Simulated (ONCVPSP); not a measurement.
## tantalum, ONCV: configuration errors across variants

Ta, optimised norm-conserving Vanderbilt (ONCV), made with ONCVPSP 4.0.1 (PBEsol, scalar-relativistic). Core [Kr] 4d10 4f14, reference 5s2 5p6 5d3 6s1.5 (charge +0.5). Waves: 5s+6s: rc 1.60 bohr, ncon 4, nbas 8, qcut 6.5 1/bohr, 2 projectors; 5p: rc 1.80 bohr, ncon 3, nbas 6, qcut 8.9 1/bohr, 1 projector; 5d: rc 2.25 bohr, ncon 3, nbas 7, qcut 8.2 1/bohr, 2 projectors, debl 1.6 Ha; f scattering state at 0.09 Ha: rc 1.85 bohr, ncon 4, nbas 7, qcut 5.5 1/bohr, 3 projectors, debl 1.9 Ha. Local part: polynomial inside 1.20 bohr (lpopt 5, dvloc0 0 Ha). Core correction: none.

All-electron excitation energies from the reference (eV): (1) 5s2 5p6 5d3 6s2 -3.478; (2) 5s2 5p6 5d3 6s1 5.027; (3) 5s2 5p6 5d3 6s0 20.004; (4) 5s2 5p6 5d3 6s1 6p1 0.744.

1 further variants failed, have other tests or too few solved ones, and are left out.

A true bound ghost makes a file unfit for plane-wave use even where its test errors are small: the radial tests pick states by their node count and pass the ghost by.

Errors AE − PS in meV (a dash: test not solved or not reliable):

| change | (1) | (2) | (3) | (4) | bound ghosts | GHOST(+) flags above zero |
| --- | --- | --- | --- | --- | --- | --- |
| base | +1.2 | -1.5 | -1.6 | +60 | f | s, f |
| s: qcut 4.9 | +1.1 | -1.7 | -3.5 | +60 | f | s, f |
| s: qcut 6.4 | +1.2 | -1.5 | -1.6 | +60 | f | s, f |
| s: qcut 7.5 | +1.3 | -1.5 | -0.9 | +60 | f | s, f |
| s: qcut 8.1 | +1.3 | -1.4 | -0.7 | +60 | f | s, f |

(1) Give the same row for: s: qcut 4.4.

## Answers

(1) +1.1, -1.7, -4.2, +60; bound ghosts: f; GHOST(+) flags above zero: s, f.
